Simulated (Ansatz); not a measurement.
Computed with Ansatz on PBE0-D4/def2-TZVP structures; ΔE is electronic, products minus reactants. CCSD(T)/CBS adds triple-zeta CCSD(T) − MP2 to the extrapolated MP2 energy (def2 sets, frozen cores). This one scheme is used for every species. DFT in def2-TZVPP. B3LYP here is the variant with VWN-RPA as its local correlation; programs differ in this. Each species was taken in one conformer, which may not be the lowest.

Consider the ligand exchange at the Si–C bond: `CC[Si](Cl)(Cl)Cl` + `S[SiH2]Cl` → `Cl[SiH2]S[Si](Cl)(Cl)Cl` + `CC`.

```json
{"level": "PBE-D4", "ΔE (kcal/mol)": "-12.8", "difference from CCSD(T)/CBS": "-0.9"}
{"level": "PBE0-D4", "ΔE (kcal/mol)": "-12.6", "difference from CCSD(T)/CBS": "-0.7"}
{"level": "B3LYP-D4", "ΔE (kcal/mol)": "-12.8", "difference from CCSD(T)/CBS": "-0.9"}
{"level": "ωB97X-V", "ΔE (kcal/mol)": "-11.1", "difference from CCSD(T)/CBS": "0.8"}
{"level": "B2PLYP", "ΔE (kcal/mol)": "-10.8", "difference from CCSD(T)/CBS": "1.1"}
{"level": "PBE", "ΔE (kcal/mol)": "-11.0", "difference from CCSD(T)/CBS": "0.9"}
{"level": "r2SCAN", "ΔE (kcal/mol)": "-11.7", "difference from CCSD(T)/CBS": "0.2"}
{"level": "PBE0", "ΔE (kcal/mol)": "-10.9", "difference from CCSD(T)/CBS": "1.0"}
{"level": "SCS-MP2/def2-TZVPP", "ΔE (kcal/mol)": "-11.5", "difference from CCSD(T)/CBS": "0.4"}
{"level": "CCSD/def2-TZVPP", "ΔE (kcal/mol)": "-9.9", "difference from CCSD(T)/CBS": "2.0"}
{"level": "HF/def2-QZVPP", "ΔE (kcal/mol)": "-8.9", "difference from CCSD(T)/CBS": "3.0"}
{"level": "MP2/def2-QZVPP", "ΔE (kcal/mol)": "-13.2", "difference from CCSD(T)/CBS": "-1.3"}
{"level": "SCS-MP2/def2-QZVPP", "ΔE (kcal/mol)": "-12.1", "difference from CCSD(T)/CBS": "-0.2"}
{"level": "HF/CBS(def2)", "ΔE (kcal/mol)": "-8.9", "difference from CCSD(T)/CBS": "3.0"}
{"level": "MP2/CBS(def2)", "ΔE (kcal/mol)": "-13.8", "difference from CCSD(T)/CBS": "-1.9"}
{"level": "CCSD/CBS(def2)", "ΔE (kcal/mol)": "-11.1", "difference from CCSD(T)/CBS": "0.8"}
{"level": "CCSD(T)/CBS", "ΔE (kcal/mol)": "-11.9", "difference from CCSD(T)/CBS": "0"}
```

Largest T1 diagnostic among the species: 0.010.

The D4 term adds −3.1 kcal/mol with B3LYP and −1.7 kcal/mol with PBE0; it sums over pairs of atoms, weighted by their polarisabilities, and B3LYP, whose exchange is more repulsive, gets the larger term. In def2-TZVPP, CCSD(T) changes the Hartree–Fock value by −1.6 kcal/mol (the triples alone add −0.7 kcal/mol) and MP2 by −3.5 kcal/mol.

CCSD(T)/CBS has its own doubt, a few kJ/mol and more with outer-core shells, so smaller differences from it don't rank the levels.
